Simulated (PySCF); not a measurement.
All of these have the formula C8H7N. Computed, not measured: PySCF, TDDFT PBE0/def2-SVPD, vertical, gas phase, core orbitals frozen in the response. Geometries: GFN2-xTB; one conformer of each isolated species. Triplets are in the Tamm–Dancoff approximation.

Question: Rank by computed lowest singlet excitation energy, lowest first.
A. `Cc1ccccc1C#N`
B. `N#CCc1ccccc1`
C. `N#CC1=C[C@@H]2C=C[C@H]1C2`
D. `CC#Cc1cccnc1`

Answer: C (4.42 eV), D (4.61 eV), A (5.08 eV), B (5.47 eV).

```csv
SMILES,S1 (eV),LUMO (eV),HOMO (eV),first f ≥ 0.01 (nm),gap (eV),S1 mainly
N#CC1=C[C@@H]2C=C[C@H]1C2,4.42,-1.65,-7.09,281,5.44,H→L (91%)
CC#Cc1cccnc1,4.61,-1.14,-6.85,249,5.70,H-1→L (98%)
Cc1ccccc1C#N,5.08,-1.55,-7.63,244,6.07,H→L (40%)
N#CCc1ccccc1,5.47,-0.72,-7.64,203,6.92,H→L+1 (53%)
```

H and L stand for HOMO and LUMO.
